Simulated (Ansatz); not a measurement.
HClOPb (SMILES [OH][Pb][Cl]), singlet, geometry from GFN2-xTB (such geometries of metal compounds can be far from the true shape) (core potentials on Pb), with bond 2-1 at 1.8 times its length; SC-NEVPT2/def2-SVP, CASSCF(2,4) run with Ansatz (a first-principles code).

Ansatz was given this input:
Ansatz 0.2 input:
```yaml
crystal:
  periodic: [false, false, false]
  atoms:
    - {symbol: Pb, position_ang: [-0.01142748, -0.16638688, 0.36986898]}
    - {symbol: Cl, position_ang: [0.88061198, 3.12843432, -2.49797569]}
    - {symbol: O, position_ang: [-0.77419631, -1.52971812, -1.07853780]}
    - {symbol: H, position_ang: [-1.09992640, -2.40770984, -0.90352668]}
basis:
  gaussian:
    orbitals: def2-SVP
magnetization: {spin_polarized: false}
correlation: {method: sc_nevpt2, electrons: all, active_space: {window: {electrons: 2, orbitals: 4}}}
```

It wrote (shortened):

```
Functional definition: HF
689 factors; integrals over basis functions are off by at most 8.9e-4 eV
mean field evaluation 1: about -19764.2534 eV, gradient 4.3e1 eV
mean field evaluation 2: about -19764.2910 eV, gradient 4.4e1 eV
mean field evaluation 4: about -19768.8654 eV, gradient 3.8e0 eV
mean field evaluation 8: about -19768.9388 eV, gradient 4.6e-1 eV
mean field evaluation 16: about -19768.9410 eV, gradient 2.6e-6 eV
mean field -19768.94100449 eV, -726.4951820454 hartree, gradient 2.6e-6 eV, S^2 0.000000; 0 other end points of the search recorded, 0 dependent functions left out; unrestricted orbitals would lower it
reference -19768.94100449 eV, -726.4951820454 hartree; 24, 24 occupied and 39, 39 virtual orbitals, 689 factors
state -19769.92126935 eV, -726.5312061149 hartree
state -19769.92126935 eV, -726.5312061149 hartree; corrected -19781.13420585 eV, -726.9432739305 hartree
Total energy: -19781.13420585 eV, -726.9432739305 hartree
```
